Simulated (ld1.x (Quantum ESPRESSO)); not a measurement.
**Which change was made? (Te, TM semilocal)**

tellurium, norm-conserving Troullier–Martins (semilocal form), made with ld1.x (Quantum ESPRESSO) 7.5 (BP86, scalar-relativistic). Core [Ar] 3d10, reference 4s2 4p6 4d10 5s2 5p4. Waves: 4s (bound): rc 0.80 bohr; 4d (bound): rc 0.80 bohr; 4p (bound): rc 1.20 bohr. Local part: the p channel. Core correction: none.

Occupied shells without a wave of their own: 5p, 5s. They enter only through the test configuration that unscreens the potential.

Cutoffs, loose and tight: the cutoffs (Ry, on a coarse ladder) from which the occupation-weighted sum of valence levels, in a spherical-Bessel basis at the reference potential, stays within 10 and 1 mRy of its value at 400 Ry. They do not see the model core or the augmentation charge, which bear on the density cutoff. Test errors are all-electron minus pseudo excitation energies from the reference, over the configurations 4s2 4p6 4d10 5s2 5p3; 4s2 4p6 4d10 5s2 5p2; 4s2 4p6 4d10 5s2 5p1; 4s2 4p6 4d9 5s2 5p5; 4s2 4p6 4d10 5s2 5p0; 4s2 4p6 4d10 5s2 5p4.3; 4s2 4p6 4d10 5s1 5p4; variants that change the core or the reference have their own tests.

The base gives: outcome: generated, misses its reference levels by 0.42 eV; cutoff, loose: 300 Ry; cutoff, tight: over 300 Ry; bound ghosts: none; largest test error (meV): -3703.

(1) After one change the result is: outcome: generated, misses its reference levels by 0.35 eV; cutoff, loose: over 300 Ry; cutoff, tight: over 300 Ry; bound ghosts: none; largest test error (meV): -2156. Which change was it?
A. all radii scaled by about 1.10 (s 0.88, p 1.32, d 0.88 bohr)
B. all radii scaled by about 1.21 (s 0.96, p 1.46, d 0.96 bohr)
C. all radii scaled by about 0.90 (s 0.72, p 1.08, d 0.72 bohr)
D. all radii scaled by about 0.78 (s 0.62, p 0.94, d 0.62 bohr)

Results:

(1) C. The others give: all radii scaled by about 1.21 (s 0.96, p 1.46, d 0.96 bohr) → outcome: generated, misses its reference levels by 0.87 eV; cutoff, loose: 180 Ry; cutoff, tight: 300 Ry; bound ghosts: none; largest test error (meV): -7562 | all radii scaled by about 0.78 (s 0.62, p 0.94, d 0.62 bohr) → outcome: generated, misses its reference levels by 1.00 eV; bound ghosts: not determined; largest test error (meV): -1131 | all radii scaled by about 1.10 (s 0.88, p 1.32, d 0.88 bohr) → outcome: generated, misses its reference levels by 0.65 eV; cutoff, loose: 200 Ry; cutoff, tight: over 300 Ry; bound ghosts: none; largest test error (meV): -5712.
